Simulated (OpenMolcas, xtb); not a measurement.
# BCl2F (SMILES FB(Cl)Cl): the vertical energy of the triplet above the singlet, rung by rung

The species is BCl2F (4 atoms), meant as a singlet with charge 0. SMILES: `FB(Cl)Cl`. The shape is that of a PBE0-D4/def2-TZVP optimisation.

Each level gives the vertical energy of the triplet above the singlet (eV). The values are calculated.

```
           level             kind     program  value (eV)  CPU time (all runs)
        GFN0-xTB   semi-empirical         xtb        5.80            under 2 s
    HF/6-311+G**     Hartree–Fock  OpenMolcas        7.34                 28 s
 SVWN5/6-311+G**              LDA  OpenMolcas        6.27                 51 s
   PBE/6-311+G**              GGA  OpenMolcas        6.18                 66 s
  TPSS/6-311+G**         meta-GGA  OpenMolcas        6.25                 97 s
r2SCAN/6-311+G**         meta-GGA  OpenMolcas        6.37                 97 s
M06-2X/6-311+G**  hybrid meta-GGA  OpenMolcas        6.96                 84 s
```

The values span 5.80 to 7.34 eV. The xTB rows lack spin polarisation, so open shells miss the exchange term that lowers them. CPU times are rough (shared hosts, several kinds of processor): they show what a rung costs within a factor of a few.
